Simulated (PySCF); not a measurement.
Compound: C₇H₅FO.
Z-matrix (Å and degrees, PBE0-D3(BJ)/def2-SVP geometry), rows numbered from 1:
```
O 
C   1  1.1864
F   2  1.3421  1  120.35
C   2  1.4773  1  127.25  3  -179.93
C   4  1.3995  2  121.87  1   179.42
C   5  1.3918  4  119.68  2  -179.71
C   6  1.3948  5  120.02  4    -0.06
C   7  1.3962  6  120.32  5    -0.01
C   8  1.3898  7  119.91  6     0.04
H   5  1.0908  4  119.57  2     0.24
H   6  1.0922  5  119.88  4   179.91
H   7  1.0927  6  119.83  5   179.95
H   8  1.0922  7  120.10  6   180.00
H   9  1.0919  4  118.70  2    -0.19
```

Linear response at B3LYP/def2-SVPD (PySCF, frozen core in the response, non-relativistic).

Static isotropic polarisability: 84.19 au (12.48 Å³), principal values 48.4, 91.1, 113.1 au.

What is the polarisability at 1064 nm and at the sodium D line?

85.33 au at 1064 nm (+1.4 %), 88.20 au at 589.3 nm (+4.8 %). The rise at 589.3 nm is 3.50 times that at 1064 nm; a pure ω² law gives 3.26. The lowest singlet lies at 257 nm, shorter than both wavelengths.

What is the isotropic C6 coefficient between two such molecules, C6 = (3/π)∫α(iω)² dω?

2684 au (Eh·bohr⁶) by a ten-point quadrature over imaginary frequencies, which is 1600 eV·Å⁶ or 155 J·nm⁶/mol.

Which effective excitation energy ω̄ makes London's formula C6 = (3/4)α²ω̄ exact here?

ω̄ = 4·C6/(3α²) = 0.505 Eh = 13.7 eV. A one-pole form α(ω) = α/(1 − ω²/ω̄²) fitted to the 1064 nm value gives 10.0 eV.

The lowest 6 singlets have (eV, f): 4.83, 0.023; 5.13, 0.000; 5.39, 0.225; 6.44, 0.171; 6.70, 0.531; 6.73, 0.000. What share of the static polarisability do they carry in the sum over states α = Σ f/ω²?

18.30 au, 21.7 % of α; the largest term, 8.76 au, is that of the state at 6.70 eV. Their oscillator strengths add up to 0.95. Higher states carry the rest.

What molar refraction at the D line follows from R = (4π/3)·N_A·α′, with α′ the polarisability volume?

α′ = 13.07 Å³ gives R = 32.97 cm³/mol, for isolated, non-vibrating species.

How many electrons N does the Slater–Kirkwood formula C6 = (3/4)·√N·α^(3/2) need to give this C6?

N = (4·C6/3)²/α³ = 21.5; the species has 64 electrons in all.

How anisotropic is the static polarisability, by Δα² = ½[(α1 − α2)² + (α2 − α3)² + (α3 − α1)²]?

Δα = 57.0 au, or 0.68 of the isotropic value.

The run took 42 s wall on an Arm Neoverse V1 with one thread, shared host with 64 logical CPUs at a one-minute load of 19, and the process peaked at 0.99 GiB of memory. This is the whole response run at B3LYP/def2-SVPD, SCF included.

One conformer stands for the species.
